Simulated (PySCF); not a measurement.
C₇H₆NO (doublet state).
Cartesian coordinates in Å at the GFN2-xTB level; atoms count from 1:
```
atom  x, y, z in Å
N1    -3.1222   -0.4877    1.1753
C2    -2.0347   -0.2059    0.9626
C3    -0.6752    0.1576    0.6518
C4    -0.6839    1.1629   -0.5370
C5     0.6805    1.3094   -1.0205
C6     1.7139    0.5275   -0.8472
C7     1.5668   -0.7638   -0.1214
O8     2.4936   -1.5072    0.0651
C9     0.1434   -1.0870    0.2990
H10   -0.2337    0.6489    1.5274
H11   -1.0971    2.1198   -0.2096
H12   -1.3175    0.7876   -1.3480
H13    2.7048    0.7348   -1.2188
H14    0.1812   -1.7795    1.1428
H15   -0.3242   -1.6093   -0.5433
```

The hyperfine couplings belong to this conformer and change with its torsions.

Identity: `C1[C@@H](C#N)CC(C=[C]1)=O` [radical].

Method used: UKS B3LYP, pcH-1 on C H N O, non-relativistic, mean-field spin-orbit, GIAO in PySCF. Geometry: GFN2-xTB, one conformer, isolated molecule. The geometry wasn't refined by DFT: couplings that depend on bond lengths, twists or pyramidal angles can differ widely from those at the functional's own minimum. The SCF solution wasn't tested for stability.

Principal values of hyperfine tensors in MHz (contact and dipolar terms together), for some of the nuclei:

```
atom  isotope      A1      A2      A3
 H13       1H   82.30   83.40  100.76
  C7      13C   57.80   59.11   78.49
  C3      13C   45.75   45.93   62.28
 H11       1H   37.45   38.77   57.36
  C4      13C   16.91   18.06   34.44
  C2      13C   11.99   13.07   16.70
  C6      13C  -30.33  -11.33    7.01
 H12       1H    0.34    2.74   17.87
```

Question: Give the isotropic coupling of each nucleus in MHz and in mT (g = 2.0024), and the anisotropic part.

Answer: a_iso = (A1 + A2 + A3)/3, Ti = Ai − a_iso; 1 mT corresponds to 28.026 MHz.

```csv
atom,a_iso (MHz),a_iso (mT),T1,T2,T3
H13,88.82,3.169,-6.52,-5.42,11.94
C7,65.14,2.324,-7.34,-6.02,13.36
C3,51.32,1.831,-5.57,-5.39,10.96
H11,44.52,1.589,-7.08,-5.76,12.83
C4,23.14,0.826,-6.23,-5.07,11.30
C2,13.92,0.497,-1.93,-0.85,2.77
C6,-11.55,-0.412,-18.78,0.22,18.56
H12,6.98,0.249,-6.64,-4.24,10.89
```

Question: What spin density at the nucleus of C3 lies behind its contact coupling (g_N = 1.40482)?

Answer: a_FC = (2μ0/3) gₑ μB g_N μN ρ(0)/(2S·h) = 800.24 MHz × g_N × ρ(0)/(2S), with ρ in bohr⁻³. With a_FC = 51.32 MHz and 2S = 1, ρ(0) = 0.04565 bohr⁻³.

Question: C5 (13C, g_N = 1.40482) isn't in the table. Its spin density at the nucleus is 0.3085 bohr⁻³. What is its contact coupling?

Answer: By the same relation, a_FC = 346.9 MHz. Its full tensor has the principal values 268.91, 289.25, 482.41 MHz.

Question: Name the largest traceless tensor T of the table and describe it.

Answer: C6: -18.8, 0.2, 18.6 MHz, rhombic: the two smaller values differ by 98 % of the largest.

Question: In a single crystal, with the field along each principal axis of the tensor of H13 in turn, what first-order splitting does this nucleus give (isotropic g, quadrupole terms neglected)?

Answer: 2 lines (I = 1/2), spaced by |A_i|/(g × 13.996): 2.94, 2.98, 3.60 mT along the axes of A1, A2 and A3.
